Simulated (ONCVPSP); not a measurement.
# Reading a pseudo-wave (nitrogen)

Columns: radius, all-electron u(r) and pseudo u(r) of the 2s shell (level -18.56 eV) of nitrogen in the configuration [He] 2s2 2p3; PBE, non-relativistic, ONCV scheme, ONCVPSP 4.0.1.

```tsv
r (bohr)	all-electron	pseudo
0.068	-0.3342	0.0659
0.135	-0.3821	0.1310
0.202	-0.2886	0.1971
0.270	-0.1290	0.2666
0.338	0.0509	0.3395
0.405	0.2240	0.4143
0.473	0.3832	0.4911
0.540	0.5184	0.5649
0.608	0.6324	0.6357
0.675	0.7218	0.7004
0.742	0.7900	0.7600
0.810	0.8396	0.8136
0.878	0.8719	0.8568
0.945	0.8894	0.8844
1.013	0.8950	0.8946
1.080	0.8905	0.8905
1.148	0.8779	0.8779
1.215	0.8592	0.8592
1.283	0.8353	0.8353
1.350	0.8081	0.8081
1.418	0.7777	0.7777
1.485	0.7460	0.7461
1.553	0.7127	0.7128
1.620	0.6794	0.6794
1.688	0.6454	0.6455
1.755	0.6123	0.6123
```

Problem. How many radial nodes do the two functions have?

Solution. The all-electron 2s function has n − l − 1 = 1; the pseudo-wave has 0, since the states of the same l below it are removed with the core.

Problem. At about which radius was the pseudo-wave matched?

Solution. 1.05 bohr, where the columns begin to agree (steps of 0.07 bohr).

Problem. Is the pseudo-wave norm-conserving?

Solution. Yes: the ONCV scheme keeps the norm inside the radius equal to the all-electron one, which fixes the energy derivative of the logarithmic derivative at the level.
